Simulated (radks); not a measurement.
The numbers below are computed, except where a source is named.
Ionisation of Co, [Ar] 3d7 4s2, to Co+, [Ar] 3d8, under several functionals. Non-relativistic Kohn-Sham, spin-polarised, spherical densities, point nucleus; open shells are filled with parallel spins first; a radial shooting solver on a logarithmic mesh with Libxc functionals.

\begin{tabular}{lrrrrrr}
functional & E(Co) (hartree) & Exc (hartree) & IE (eV) & -e(HOMO) (eV) & <r> HOMO (bohr) & IE error (eV) \\ \hline
revTPSS & -1382.32502 & -58.75166 & 7.097 & 5.098 & 3.005 & -0.784 \\
r2SCAN & -1382.66464 & -59.13338 & 7.380 & 5.306 & 3.030 & -0.501 \\
HCTH/407 & -1383.35428 & -59.90292 & 6.996 & 5.093 & 3.052 & -0.885 \\
XLYP & -1383.04889 & -59.49514 & 7.390 & 5.086 & 3.000 & -0.491 \\
BP86 & -1382.92755 & -59.37304 & 7.370 & 5.263 & 2.988 & -0.511 \\
exchange-only r2SCAN & -1381.44475 & -57.88922 & 7.102 & 4.565 & 3.126 & -0.779 \\
SOGGA & -1381.05978 & -57.47131 & 7.047 & 4.987 & 3.005 & -0.834 \\
BLYP & -1382.80338 & -59.24490 & 7.351 & 5.063 & 2.995 & -0.530 \\
\end{tabular}

NIST Atomic Spectra Database: 7.881 eV (measured). Closest: XLYP. The Delta-SCF values span 0.39 eV, the total energies 2.29 hartree. The highest occupied level is 4s. Open shells are spherical and high-spin; term and fine-structure splittings are not resolved.
